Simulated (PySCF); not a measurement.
Molecule: SMILES [SiH3]N([SiH2]SC)[SiH3], CH11NSSi3.

Atom-mapped SMILES (the numbers label the heavy atoms): `[CH3:1][S:2][SiH2:3][N:4]([SiH3:5])[SiH3:6]` (H(Xn): hydrogen on atom n).

Geometry PBE0-D3(BJ)/def2-SVP throughout; GIAO in PySCF 2.14, gas phase, one conformer, non-relativistic; equivalent atoms averaged; basis pcSseg-1.

**Question.** How do the absolute shieldings σ depend on the functional? (ppm; last column core-seconds on shared hosts with different chips, so compare them loosely; the GGAs took longer than the global hybrids here, which isn't the general rule, and the cause wasn't traced)

**Answer.** 
```tsv
functional	kind	C1	S2	Si3	Si5/Si6	N4	H(Si3)	H(Si5)/H(Si6)	H(C1)	core-s
HF	Hartree–Fock	180.5	721.3	411.1	439.4	283.9	27.06	27.45	29.76	16
LDA	LDA	169.2	609.0	325.8	362.1	266.1	25.14	25.72	28.80	32
PBE	GGA	167.0	618.1	347.6	380.5	263.7	25.77	26.33	29.16	38
BLYP	GGA	161.4	597.0	339.2	374.2	257.6	26.09	26.64	29.31	39
BP86	GGA	166.4	616.5	346.7	379.5	262.5	25.85	26.41	29.22	38
OPBE	GGA	171.5	645.8	373.9	402.3	268.9	25.90	26.45	29.20	39
KT2	GGA	170.4	634.9	373.2	404.4	266.0	25.77	26.33	29.12	40
KT3	GGA	168.3	635.1	381.2	411.1	264.6	26.16	26.70	29.28	41
B97-D	GGA	164.8	619.9	362.4	394.3	262.5	26.22	26.75	29.33	38
B3LYP	global hybrid	166.2	626.8	352.5	386.3	264.6	26.27	26.78	29.38	32
PBE0	global hybrid	172.1	653.6	364.3	395.8	271.4	26.06	26.57	29.28	31
mPW1PW91	global hybrid	171.0	651.0	363.3	394.5	270.3	26.16	26.67	29.32	30
WP04	global hybrid	156.2	598.0	356.1	387.3	254.0	27.11	27.62	29.61	29
B97-2	global hybrid	170.5	651.8	371.2	401.8	269.8	26.28	26.78	29.36	19
BHandHLYP	global hybrid	172.1	664.3	373.2	405.1	272.9	26.56	27.02	29.48	19
CAM-B3LYP	range-separated hybrid	171.1	647.0	356.7	390.5	271.0	26.29	26.76	29.40	28
wB97X-D	range-separated hybrid	172.6	659.9	364.5	396.4	271.5	26.28	26.77	29.44	26
LC-wPBE	range-separated hybrid	178.5	682.6	369.6	400.3	280.3	26.35	26.80	29.47	36
```

**Question.** Which nucleus moves most, in ppm?

**Answer.** S2 (sulfur bonded to C, Si): from 597.0 ppm with BLYP to 721.3 ppm with HF. The smallest spread is 0.97 ppm, at H(C1). Proton shifts span only some 12 ppm, so a few tenths of a ppm matter as much there as several ppm in carbon.
